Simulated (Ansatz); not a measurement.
Energy needed to pull apart CH4AsN (SMILES C1N[AsH]1), closed shell, into free ground-state atoms, from the structure below (displaced at random from a GFN2-xTB minimum); no zero-point or spin–orbit terms; open-shell atoms are treated unrestricted, in their ground-state multiplicity.

```csv
atom,x (Å),y (Å),z (Å)
C1,-0.5594,0.0200,-0.5047
N2,-0.3836,0.1703,0.9880
As3,0.7500,-1.0985,0.3098
H4,-1.4919,-0.4849,-0.7100
H5,-0.2017,0.7316,-1.1516
H6,0.1057,0.9921,1.1292
H7,1.9673,-0.2522,-0.0877
```

Ansatz 0.2.0; basis: def2-TZVPP; cores frozen in the correlated methods. Filled d shells of the heavier atoms are correlated. The def2 sets are not built for correlating such inner shells, so the correlated values are less sure here.

| method | atomization energy (kJ/mol) |
| --- | --- |
| PBE-D4 | 2301 |
| r2SCAN-D4 | 2224 |
| PBE0-D4 | 2233 |
| r2SCANh-D4 | 2203 |
| r2SCAN0-D4 | ? |
| wB97M-V | 2233 |
| HF | 1393 |
| MP2 | 2172 |
| CCSD | ? |
| CCSD(T) | 2150 |

(1) What does CCSD give? (An estimate is asked for; the value comes from the calculation.)

(2) What does r2SCAN0-D4 give? (Judge from chemistry; the value comes from the calculation.)

T1 diagnostic: at most 0.012.

Answers

(1) Computed: 2101 kJ/mol, which is about 49 kJ/mol less than CCSD(T)/def2-TZVPP.

(2) By the calculation: 2172 kJ/mol, which is about 23 kJ/mol more than CCSD(T)/def2-TZVPP.

In triple zeta the MP2 and coupled-cluster atomization energies are still short of their basis limit by a few kcal/mol a bond, whereas those of the functionals are nearly converged, so these differences are not deviations from converged CCSD(T).

For scale, one of the runs: CCSD(T)/def2-TZVPP forces, 166 basis functions (an equivalent command: `ansatz run in.yaml --threads 4`). Time: 110 s of wall clock on 4 CPU threads; the host was shared. Peak host memory: 2.5 GiB.
